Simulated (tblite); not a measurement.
Species: C6H10O2Si.
SMILES with atom numbers: `[CH3:1][C:2](=[O:3])[O:4][SiH:5]1[CH2:6][CH:7]=[CH:8][CH2:9]1` (hydrogens: H10, H11, H12 on C1; H13 on Si5; H14, H15 on C6; H16 on C7; H17 on C8; H18, H19 on C9)

Computed geometry: GFN2-xTB, gas phase.

**Question.** What internal coordinates does the optimisation give?

**Answer.** 
| bond | length (bohr) |
| --- | --- |
| C1–C2 | 2.839 |
| C2=O3 | 2.270 |
| C2–O4 | 2.509 |
| O4–Si5 | 3.158 |
| Si5–C6, Si5–C9 | 3.592 |
| C6–C7, C8–C9 | 2.836 |
| C7=C8 | 2.497 |
| C1–H10, C1–H11, C1–H12 | 2.054 |
| Si5–H13 | 2.758 |
| C6–H14, C9–H18 | 2.063 |
| C6–H15, C9–H19 | 2.059 |
| C7–H16, C8–H17 | 2.042 |

Bonds in one row agree within 0.02 bohr and their mean is given. A selection of angles:
| angle | degrees |
| --- | --- |
| C2–C1–H10 | 110.1 |
| H10–C1–H11 | 109.9 |
| H11–C1–H12 | 108.0 |
| C1–C2–O3 | 125.3 |
| C1–C2–O4 | 112.7 |
| O3–C2–O4 | 122.0 |
| C2–O4–Si5 | 119.8 |
| O4–Si5–C6 | 105.9 |
| O4–Si5–C9 | 115.5 |
| O4–Si5–H13 | 108.5 |
| C6–Si5–C9 | 94.2 |
| C6–Si5–H13 | 116.1 |
| Si5–C6–C7 | 103.7 |
| Si5–C6–H14 | 114.2 |
| Si5–C6–H15 | 112.8 |
| C7–C6–H14 | 110.0 |
| C7–C6–H15 | 109.7 |
| H14–C6–H15 | 106.5 |
| C6–C7–C8 | 119.3 |
| C6–C7–H16 | 118.3 |
| C8–C7–H16 | 122.4 |
| C7–C8–H17 | 122.6 |

Torsions: C1–C2–O4–Si5 178° (antiperiplanar); C2–O4–Si5–C6 174° (antiperiplanar); O4–Si5–C6–C7 -121° (anticlinal); Si5–C6–C7–C8 3° (synperiplanar); C6–C7–C8–C9 0° (synperiplanar); C7–C8–C9–Si5 -3° (synperiplanar); O4–Si5–C9–C8 113° (anticlinal). The mirror-image conformer, all signs reversed, is as good.

O4 (oxygen singly bound to a carbonyl carbon) is bent (angle 119.8°). The C–C distances run from 1.322 Å (C7=C8, drawn double) to 1.502 Å (C1–C2, drawn single), a spread of 0.180 Å. The 2 C–O bonds span 1.201 Å (C2=O3, drawn double) to 1.328 Å (C2–O4, drawn single), a spread of 0.127 Å. Si5 (oxygen-bound silicon) has angles from 94.2° to 116.1°. The 5-membered ring Si5–C6–C7–C8–C9 has internal angles of 94.2° to 119.3°; it is almost planar, 0.02 Å rms from its mean plane, widest ring torsion 4°.

Point group: C1 (no symmetry element, even within 0.4 Å). Its GFN2-xTB frequencies are all real (lowest 41 cm⁻¹). The numbers are those of one conformer.
